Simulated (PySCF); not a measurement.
Gas-phase reaction: SiSe + (H₂SiO)₃ ⇌ H₂Se + 3 SiO + SiH₄, at 2000 K and a standard pressure of 1 bar. Level: HF/6-31G*.

Energies from PySCF, thermal terms from the rigid-rotor harmonic-oscillator model, ideal gas at 1 bar. 6-31G* has spherical d functions here. All species are closed-shell singlets. Se: all electrons, no relativistic terms. (H₂SiO)₃: computed as isolated molecules; such fragments, hydroxides, amides, oligomers or adducts are transient or little studied in the gas. The harmonic model lacks anharmonicity and excited electronic states, which grow with temperature; levels with a mode under 35 cm⁻¹ are left out. Soft modes under 120 cm⁻¹ make the harmonic entropy rough for (H₂SiO)₃.

| species | E (Ha) | H(2000 K) − E (kJ/mol) | S°(2000 K) (J/mol/K) |
|---|---|---|---|
| SiSe | -2687.84147 | 75.1 | 303.7 |
| (H₂SiO)₃ | -1095.11552 | 601.1 | 731.6 |
| H₂Se | -2400.06372 | 126.7 | 300.1 |
| SiO | -363.77697 | 76.2 | 275.1 |
| SiH₄ | -291.22404 | 235.5 | 339.4 |
E: electronic energy; H − E holds the zero-point and thermal terms. 1 Ha = 2625.5 kJ/mol.

Q: Work out ΔH°, ΔS°, ΔG° and log10 K from these numbers.

A: 1. ΔE = 1×(-2400.06372) + 3×(-363.77697) + 1×(-291.22404) − 1×(-2687.84147) − 1×(-1095.11552) = 0.33832 Ha = 888.3 kJ.
2. Δ(H − E) = 1×(126.7) + 3×(76.2) + 1×(235.5) − 1×(75.1) − 1×(601.1) = -85.4 kJ, so ΔH° = 802.9 kJ.
3. ΔS° = 1×(300.1) + 3×(275.1) + 1×(339.4) − 1×(303.7) − 1×(731.6) = 429.5 J/K; the number of gas molecules changes by +3.
4. ΔG° = ΔH° − TΔS° = 802.9 − 2000×(429.5)/1000 = -56.1 kJ.
5. log10 K = −ΔG°/(RT ln 10) = 1.47, with RT ln 10 = 38.29 kJ/mol; at standard pressures the products are favoured.
6. A shift of 10 kJ in ΔE would move log10 K by 0.26 here.
7. With ΔH° and ΔS° held fixed, ΔG° changes sign near ΔH°/ΔS° = 1870 K.
8. Lowering the total pressure from 1 bar to 0.01 bar multiplies the mole-fraction quotient K_x = K (p/p°)^(−Δn) by 10^6, which pushes the balance towards the products.
For scale, ΔH°(298 K) is 857 kJ at this level, 801 kJ at ωB97M-V/def2-TZVP†, and runs from 660 to 900 kJ over the 18 levels computed († marks an energy on the PBE0/def2-TZVP geometry).
